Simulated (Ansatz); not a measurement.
Calculated with Ansatz (gas phase, PBE0-D4/def2-TZVP geometries, no zero-point term in ΔE). CCSD(T)/CBS adds triple-zeta CCSD(T) − MP2 to the extrapolated MP2 energy (def2 sets, frozen cores). DFT in def2-TZVPP. For Ge, Se outer-core shells are correlated without core-valence functions, which leaves a few kJ/mol of doubt a bond. Scalar relativity is left out up to krypton. Each species was taken in one conformer, which may not be the lowest.

`Cl[SiH](Cl)[GeH3]` + `CO[Si](Cl)(Cl)[SeH]` → `CO[SiH](Cl)[GeH3]` + `Cl[Si](Cl)(Cl)[SeH]`  (redistribution)

```
             level  ΔE (kcal/mol)  difference from CCSD(T)/CBS
         r2SCAN-D4            5.1                         -0.2
           PBE0-D4            5.0                         -0.3
               PBE            4.6                         -0.7
            r2SCAN            5.1                         -0.2
     HF/def2-TZVPP            5.8                          0.5
    MP2/def2-TZVPP            5.2                         -0.1
SCS-MP2/def2-TZVPP            5.1                         -0.2
   CCSD/def2-TZVPP            5.4                          0.1
    MP2/def2-QZVPP            5.1                         -0.2
      HF/CBS(def2)            5.9                          0.6
       CCSD(T)/CBS            5.3                            0
```

Largest T1 diagnostic among the species: 0.012.
